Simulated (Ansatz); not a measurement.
Stepwise reaction of `N[Si](N)(Cl)Cl` with hydrogen fluoride, as a gas-phase model of exchange steps in deposition or etching. ΔE in kJ/mol; ΔG adds harmonic PBE0-D4 terms to CCSD(T)/CBS, at 1 bar.

Calculated with Ansatz (gas phase, PBE0-D4/def2-TZVP geometries, no zero-point term in ΔE). CBS: MP2 limit from def2 TZ/QZ plus the TZ coupled-cluster correction, frozen cores. This one scheme is used for every species. DFT in def2-TZVPP. B3LYP here is the variant with VWN-RPA as its local correlation; programs differ in this. One conformer a species, not always the lowest.

```json
{"step": "2", "reaction": "`N[Si](F)(Cl)Cl` + H–F → `F[Si](F)(Cl)Cl` + NH₃", "PBE-D4": "-67.9", "B3LYP-D4": "-71.5", "ωB97M-V": "-71.5", "CCSD(T)/CBS": "-70.0", "ΔG(500 K)": "-61.6"}
```

Question: Give the row of step 1, `N[Si](N)(Cl)Cl` + H–F → `N[Si](F)(Cl)Cl` + NH₃. (An estimate is asked.)

Answer: Ansatz gave: 
```tsv
step	reaction	PBE-D4	B3LYP-D4	ωB97M-V	CCSD(T)/CBS	ΔG(500 K)
1	`N[Si](N)(Cl)Cl` + H–F → `N[Si](F)(Cl)Cl` + NH₃	-68.4	-73.8	-74.2	-70.3	-77.9
```

Question: By hand: ΔE of the 2 steps together at CCSD(T)/CBS.

Answer: (-70.3) + (-70.0) = -140.3 kJ/mol, or -70.2 kJ/mol a step.

In ΔE the steps differ by no more than 0.3 kJ/mol. All are downhill at CCSD(T)/CBS. ΔG lies between -77.9 and -61.6 kJ/mol a step. PBE-D4 differs from CCSD(T)/CBS by 1.9 to 2.1 kJ/mol a step. Isolated molecules leave out the surface, adducts and barriers. Largest T1 diagnostic: 0.010.
